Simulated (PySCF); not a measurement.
Compound: C6H10O.
Cartesian coordinates in Å at the GFN2-xTB level; atoms count from 1:
```xyz
17
C6H10O angstrom
C      2.3601    0.0003    0.2813
O      1.3157    0.9374    0.1420
C      0.0545    0.3765    0.1367
C     -1.2430    1.1852    0.0012
C     -1.6737   -0.2867    0.1196
C     -0.5475   -0.6333   -0.8692
C     -0.6450   -0.4340    1.2536
H      2.2786   -0.5466    1.2268
H      2.3633   -0.7160   -0.5472
H      3.2859    0.5717    0.2711
H     -1.4929    1.8431    0.8296
H     -1.4110    1.6756   -0.9542
H     -2.6866   -0.6693    0.1091
H     -0.6686   -0.2919   -1.8946
H     -0.1678   -1.6525   -0.8372
H     -0.8561    0.0907    2.1825
H     -0.2727   -1.4382    1.4463
```

NICS is the negative of the GIAO shielding at a point without a nucleus: at the ring centre (0) and 1 Å above and below it (1); zz is the component along the ring normal. Level: GIAO PBE0/pcSseg-1 (PySCF, non-relativistic, gas phase) on the GFN2-xTB geometry, one conformer.

Ring bond lengths (Å), with Mayer bond orders in brackets: C3–C4 1.535 (0.95), C4–C5 1.538 (0.94), C5–C6 1.538 (0.94), C6–C3 1.547 (0.92); C3–C4 1.535 (0.95), C4–C5 1.538 (0.94), C5–C7 1.538 (0.94), C7–C3 1.547 (0.92).

What do the NICS probes read (ppm)?

| ring | type | NICS(0) | NICS(1), two faces | NICS(1)zz, two faces | rms pucker (Å) | centre to ring atoms, mean (Å) |
| --- | --- | --- | --- | --- | --- | --- |
| C3–C4–C5–C6 | 4-membered carbocycle; formal bonds all single | -16.9 | -4.4 / -34.3 | -4.5 / -29.6 | 0.31 | 1.04 |
| C3–C4–C5–C7 | 4-membered carbocycle; formal bonds all single | -16.9 | -4.4 / -34.3 | -4.5 / -29.6 | 0.31 | 1.04 |

What do they say, and how far can they be read as aromaticity?

- C3–C4–C5–C6: mean NICS(1)zz -17.1 ppm, shielded. C3, C4, C5, C6 have four or more neighbours; no verdict on aromaticity is drawn. The two faces differ by 25.1 ppm, so no symmetry operation interchanges them.
- C3–C4–C5–C7: mean NICS(1)zz -17.1 ppm, shielded. C3, C4, C5, C7 have four or more neighbours, so the value isn't read as a sign of a π ring current. The two faces differ by 25.1 ppm, so no symmetry operation interchanges them.

Rough CPU time on one thread of a shared machine: about 60 s. This is the whole shielding run at PBE0/pcSseg-1, SCF included.
